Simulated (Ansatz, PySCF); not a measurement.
Species: IBr (charge 0, singlet). 
Coordinates optimised at B3LYP-D3(BJ)/def2-TZVP (Ansatz, a quantum-chemistry and plane-wave program):
```
I
Br 1 2.4998
```
Charge 0, spin multiplicity 1.

Dipole moments at this geometry, in debye (magnitudes).

```
level               program  dipole (D)
------------------  -------  ----------
B3LYP/def2-TZVPD     Ansatz        0.75
M06-2X/def2-TZVPD     PySCF        0.86
LC-wPBE/def2-TZVPD   Ansatz  (withheld)
wB97M-V/def2-TZVPD   Ansatz        0.82
CCSD(T)/def2-SVPD    Ansatz  (withheld)
```

Problem. Complete the blanks.

Solution. 
- LC-wPBE/def2-TZVPD, dipole (D): 0.85
- CCSD(T)/def2-SVPD, dipole (D): 0.78

Measured: 0.74 D (NIST CCCBDB, as tabulated in the package chemicals), a vibrational average. This is an older compilation, not checked against later work.
